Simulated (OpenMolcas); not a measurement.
Cl6+: CASPT2 settings compared

```json
{
 "Program": "OpenMolcas",
 "Basis": "ANO-R2 [5s4p3d1f]",
 "Scalar Hamiltonian": "X2C, finite nucleus",
 "Active space": "1 electron in 4 orbitals (3s 3p)",
 "State averaging": "2S+1 = 2 even, 1 root; 2S+1 = 2 odd, 3 roots",
 "Spin-orbit coupling": "RASSI with atomic mean-field integrals over the reference wave functions, term energies averaged over their components"
}
```

Methods on the same reference wave functions:
A. CASSCF
B. SS-CASPT2, IPEA 0.15 Eh, real shift 0.4 Eh (closed shells correlated: 2s 2p)
C. XMS-CASPT2, IPEA 0 Eh, no level shift (closed shells correlated: 2s 2p)

Energies in eV above 3s 2S 1/2, the measured ground level; measured values from Moore, Atomic Energy Levels, vol. I, NSRDS-NBS 35 (1971 reprint of NBS Circular 467, 1949).

```tsv
Level	A	B	C	Measured
3s 2S 1/2	0.0000	0.0000	0.0000	0.0000
3p 2P* 1/2	15.6254	15.614	15.608	15.2502
3p 2P* 3/2	15.8405	15.829	15.823	15.4845
```

Deviations, from unrounded energies. A percentage is the sum of absolute deviations over the sum of measured energies, with the sign that they share, or ± where signs differ.

```csv
Against measurement,Levels,A,B,C
mean absolute deviation (cm-1),2,2900,2900,2800
other configurations (%),2,+2.4,+2.3,+2.3
```

A, B, C lie about equally close to measurement. The largest miss of C in the table is 3p 2P* 1/2, by +2900 cm-1. The ranking rests on the paired levels alone, and a cruder setting can come out closer through cancelling errors.

Between B and C the level of the table that moves most is 3p 2P* 1/2, by 48 cm-1 (lowest in C, highest in B).

The lowest spin-free term lies below A's lowest term by 0.180 hartree in B, 0.180 hartree in C.

With one active electron the reference holds no correlation, so core polarisation is missing (holds for A). With one active electron, CASPT2 adds the correlation within the correlated inactive shells and between them and that electron, and leaves the splitting within a term as the reference gives it (holds for B; C). Measured partners are found by configuration, term and J. A level has none where our copy of the source lacks it or the pairing is in doubt (some pairs that miss far off the trend of their configuration count as doubtful), and it then counts in no deviation. Only configurations of the active space appear.

* marks odd parity.
